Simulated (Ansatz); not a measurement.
ReO₂. Total charge 0; doublet. Geometry PBE0-D4/def2-TZVP, that of the charge +1 singlet; atoms count from 1.

```xyz
3

Re    0.339    0.449   -0.379
O    -0.767   -0.662   -0.864
O     0.428    0.214    1.243
```

In the def2 sets Re takes a core potential; there is no spin–orbit coupling. The charge 0 doublet is spin-contaminated (final ⟨S²⟩ up to 0.90, 0.75 for a pure state). The structure comes from a short search, and lower isomers may exist.

Estimate the Mulliken populations from the PBE0/def2-TZVP orbitals of Ansatz.


```tsv
atom	charge (e)	spin (α − β)	d electrons
Re1	0.80	0.90	4.66
O2	-0.40	0.05	–
O3	-0.40	0.05	–
```
Mulliken values depend strongly on the basis.

Where does the spin sit?

Summed by element: Re 0.90, O 0.10, of 1 unpaired in all. Largest on single atoms: Re1 0.90, O2 0.05, O3 0.05.

And the Mayer bond orders between heavy atoms (over 0.3)?

Re1–O2 2.19 (1.64 Å); Re1–O3 2.19 (1.64 Å).
